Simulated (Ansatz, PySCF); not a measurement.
C3H7FSi2, SMILES C(#C)[SiH2][C@@H]([SiH3])F. Atoms are numbered in the order given.

```xyz
13

C      2.5541     1.5809     1.0176
C      1.9499     0.5890     0.6526
Si     0.9904    -0.8785     0.1077
C     -0.8636    -0.4771     0.2658
F     -1.5613    -1.6439    -0.1242
Si    -1.5124     0.9716    -0.7912
H      3.0915     2.4550     1.3381
H      1.3200    -2.0505     0.9623
H      1.3064    -1.1887    -1.3120
H     -1.0953    -0.2769     1.3291
H     -1.1568     0.7382    -2.2185
H     -0.8941     2.2417    -0.3180
H     -2.9938     1.0446    -0.6546
```
Charge 0, spin multiplicity 1.

The structure is a stationary point at B3LYP-D3(BJ)/def2-SVP. The structure was generated by enumeration; whether it is a known compound was not checked. One conformer was computed; it need not be the lowest.

Two levels are set side by side: PBE-D3(BJ)/def2-SVP (Ansatz, an electronic-structure program) and B3LYP-D3(BJ)/def2-SVP (Ansatz). Each level has its own optimised geometry; the coordinates shown are those of the second. Frequencies come from the Hessian of PySCF at each geometry. Differences are taken from unrounded values.

```
quantity                            B3LYP-D3(BJ)  PBE-D3(BJ)  PBE-D3(BJ) minus B3LYP-D3(BJ)
----------------------------------  ------------  ----------  -----------------------------
mean bond length (Å)                       1.492       1.502                          0.010
bond C1–C2 (Å)                             1.217       1.229                          0.012
bond C2–Si3 (Å)                            1.836       1.838                          0.002
bond Si3–C4 (Å)                            1.903       1.913                          0.009
bond C4–F5 (Å)                             1.414       1.417                          0.003
bond C4–Si6 (Å)                            1.907       1.914                          0.007
bond C1–H7 (Å)                             1.075       1.083                          0.008
bond Si3–H8 (Å)                            1.487       1.502                          0.014
bond Si3–H9 (Å)                            1.487       1.501                          0.014
bond C4–H10 (Å)                            1.106       1.116                          0.009
bond Si6–H11 (Å)                           1.489       1.502                          0.013
bond Si6–H12 (Å)                           1.490       1.503                          0.013
bond Si6–H13 (Å)                           1.489       1.503                          0.013
highest harmonic wavenumber (cm⁻¹)          3455        3389                            -66
mean harmonic wavenumber (cm⁻¹)             1075        1039                            -35
zero-point energy (kcal/mol)               50.70       49.03                          -1.67
```

GGA bonds tend to be longer and softer than those of functionals with exact exchange. Differences between two approximate levels are no errors against the true value.
